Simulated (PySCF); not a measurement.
## Vibration and rotation of KSi

UHF-CCSD(T) constants of KSi, ⁴Σ⁻ (quartet), unpaired electrons σ ↑, π ↑↑ (K def2-TZVPP, Si def2-TZVPP; no relativity (PySCF 2.14); masses 38.9637 and 27.9769 u):

* ωe: 209.2 cm⁻¹
* ωexe: 0.874 cm⁻¹
* Be: 0.10956 cm⁻¹
* αe: 0.000662 cm⁻¹
* D (centrifugal): 1.2e-07 cm⁻¹
* De to K + Si: 1.51 eV

Q: Give the vibrational terms G(v) and spacings up to v = 6.

A: G(v) = ωe(v+½) − ωexe(v+½)².

```json
{"v": "0", "G(v) (cm⁻¹)": "104.4", "G(v) − G(v−1)": "", "Bv (cm⁻¹)": "0.1092"}
{"v": "1", "G(v) (cm⁻¹)": "311.8", "G(v) − G(v−1)": "207.5", "Bv (cm⁻¹)": "0.1086"}
{"v": "2", "G(v) (cm⁻¹)": "517.5", "G(v) − G(v−1)": "205.7", "Bv (cm⁻¹)": "0.1079"}
{"v": "3", "G(v) (cm⁻¹)": "721.5", "G(v) − G(v−1)": "204.0", "Bv (cm⁻¹)": "0.1072"}
{"v": "4", "G(v) (cm⁻¹)": "923.7", "G(v) − G(v−1)": "202.2", "Bv (cm⁻¹)": "0.1066"}
{"v": "5", "G(v) (cm⁻¹)": "1124.2", "G(v) − G(v−1)": "200.5", "Bv (cm⁻¹)": "0.1059"}
{"v": "6", "G(v) (cm⁻¹)": "1322.9", "G(v) − G(v−1)": "198.7", "Bv (cm⁻¹)": "0.1053"}
```

Q: How well does the Morse estimate ωe²/(4ωexe) reproduce De, and what is D0?

A: It gives 1.55 eV, 103 % of the computed De. D0 = De − G(0) = 1.51 − 0.01 = 1.50 eV.

Correlated steps freeze 10 core orbitals. The state was picked by a PBE0 search and need not be the measured ground state.
